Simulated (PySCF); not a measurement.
Compound: C₂H₈N₂O₂Si₂.
SMILES with atom numbers: `[CH3:1][O:2][C:3](=[O:4])[SiH:5]1[NH:6][SiH2:7][NH:8]1` (hydrogens: H9, H10, H11 on C1; H12 on Si5; H13 on N6; H14, H15 on Si7; H16 on N8)

The same species was optimised twice, with GFN2-xTB and with PBE0-D3(BJ)/def2-SVP (PySCF), and the same property calculations (PySCF, gas phase) were run on both structures.

```tsv
coordinate	GFN2-xTB	PBE0-D3(BJ)/def2-SVP	change
C3–Si5 (Å)	1.909	1.929	+0.020
O2–C3 (Å)	1.333	1.342	+0.009
Si7–N8 (Å)	1.742	1.749	+0.007
N6–Si7 (Å)	1.743	1.749	+0.006
C1–O2 (Å)	1.423	1.419	-0.004
Si5–N6 (Å)	1.737	1.740	+0.003
Si5–N8 (Å)	1.736	1.739	+0.003
C3=O4 (Å)	1.208	1.206	-0.002
N6–Si5–N8 (°)	83.3	86.8	+3.5
Si5–N8–Si7 (°)	96.7	93.4	-3.3
Si5–N6–Si7 (°)	96.7	93.4	-3.3
N6–Si7–N8 (°)	83.0	86.2	+3.2
C1–O2–C3 (°)	117.2	116.1	-1.1
C3–Si5–N6 (°)	115.2	114.2	-1.0
O2–C3–Si5 (°)	112.0	112.3	+0.3
C3–Si5–N8 (°)	115.5	115.3	-0.2
C1–O2–C3–O4 (°)	0	0	0
O2–C3–Si5–N6 (°)	-49	-56	-7
```

Rotational constants: A = 3077, B = 850.1, C = 763.2 MHz (GFN2-xTB) against A = 2940, B = 874.1, C = 781.0 MHz (PBE0-D3(BJ)/def2-SVP).

On the GFN2-xTB structure: isotropic polarisability (au) 91.4 [CAM-B3LYP/def2-SVPD]; HOMO (eV) -8.60 [CAM-B3LYP/def2-SVPD]; LUMO (eV) -0.09 [CAM-B3LYP/def2-SVPD]; dipole (D) 2.17 [CAM-B3LYP/def2-SVPD]; HOMO (eV) -7.06 [PBE0/pcSseg-1]; LUMO (eV) -1.03 [PBE0/pcSseg-1]; dipole (D) 2.11 [PBE0/pcSseg-1]; GIAO shielding of C1 (ppm) 134.9 [PBE0/pcSseg-1]; GIAO shielding of O2 (ppm) 122.1 [PBE0/pcSseg-1]; GIAO shielding of C3 (ppm) -1.0 [PBE0/pcSseg-1]; GIAO shielding of O4 (ppm) -175.8 [PBE0/pcSseg-1]; GIAO shielding of Si5 (ppm) 375.6 [PBE0/pcSseg-1]; GIAO shielding of N6/N8 (mean) (ppm) 247.8 [PBE0/pcSseg-1]; GIAO shielding of Si7 (ppm) 361.9 [PBE0/pcSseg-1].

Task: What do these properties become on the PBE0-D3(BJ)/def2-SVP structure?

Result: 
```
                                    property                level  on GFN2-xTB  on PBE0-D3(BJ)/def2-SVP  change
               isotropic polarisability (au)  CAM-B3LYP/def2-SVPD         91.4                     92.5    +1.1
                                   HOMO (eV)  CAM-B3LYP/def2-SVPD        -8.60                    -8.62   -0.02
                                   LUMO (eV)  CAM-B3LYP/def2-SVPD        -0.09                    -0.02   +0.07
                                  dipole (D)  CAM-B3LYP/def2-SVPD         2.17                     2.09   -0.08
energy, GFN2-xTB geometry as zero (kcal/mol)  CAM-B3LYP/def2-SVPD          0.0                     -3.2    -3.2
                                   HOMO (eV)        PBE0/pcSseg-1        -7.06                    -7.15   -0.09
                                   LUMO (eV)        PBE0/pcSseg-1        -1.03                    -0.96   +0.07
                                  dipole (D)        PBE0/pcSseg-1         2.11                     2.05   -0.06
energy, GFN2-xTB geometry as zero (kcal/mol)        PBE0/pcSseg-1          0.0                     -3.4    -3.4
                  GIAO shielding of C1 (ppm)        PBE0/pcSseg-1        134.9                    134.2    -0.7
                  GIAO shielding of O2 (ppm)        PBE0/pcSseg-1        122.1                    122.8    +0.7
                  GIAO shielding of C3 (ppm)        PBE0/pcSseg-1         -1.0                     -2.4    -1.4
                  GIAO shielding of O4 (ppm)        PBE0/pcSseg-1       -175.8                   -174.9    +0.9
                 GIAO shielding of Si5 (ppm)        PBE0/pcSseg-1        375.6                    375.5    -0.1
        GIAO shielding of N6/N8 (mean) (ppm)        PBE0/pcSseg-1        247.8                    248.5    +0.7
                 GIAO shielding of Si7 (ppm)        PBE0/pcSseg-1        361.9                    363.9    +2.0
```

The heavy atoms differ by 0.073 Å rms after alignment. Among bonds between heavy atoms C3–Si5 changes most (+0.020 Å). Changes are differences of the printed values. Neither structure is proved a minimum here.

Conformer computed: `[CH3:1][O:2][C:3](=[O:4])[SiH:5]1[NH:6][SiH2:7][NH:8]1`: C1–O2–C3–O4 0°, O2–C3–Si5–N6 -56°.
